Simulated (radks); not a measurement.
The numbers below are computed, except where a source is named.
Question: These are the eigenvalues of the occupied orbitals of an atom or ion with whole-number occupations (eV). Code: a radial shooting solver on a logarithmic mesh with Libxc functionals. Model: scalar-relativistic Kohn-Sham, SOGGA, spin-polarised, spherical densities, point nucleus.

1s down: -80812.85
1s up: -80812.85
2s up: -14302.38
2s down: -14302.12
2p up: -12371.38
2p down: -12371.16
3s up: -3415.865
3s down: -3415.754
3p up: -2855.918
3p down: -2855.797
3d up: -2258.077
3d down: -2257.885
4s up: -782.5032
4s down: -782.2488
4p up: -598.8954
4p down: -598.6517
4d up: -378.6331
4d down: -378.3470
5s up: -161.2211
5s down: -159.4920
4f up: -134.0435
4f down: -133.6379
5p up: -112.0646
5p down: -109.9562
5d up: -55.9516
5d down: -53.5675

Which element is it, and in what charge state? The configuration may be excited. Open shells, if any, are filled with parallel spins first.

Answer: Z = 79, gold, charge +4: Au4+ in [Xe] 4f14 5d7. The list shows which subshells hold electrons but not how many an open one holds; the 1s level, -2969.8 hartree, gives Z - s = 77.1 by -(Z - s)^2/2, which with screening and relativity narrows Z to a few neighbours, and the depths of the outer levels then fix element, charge and occupations together.
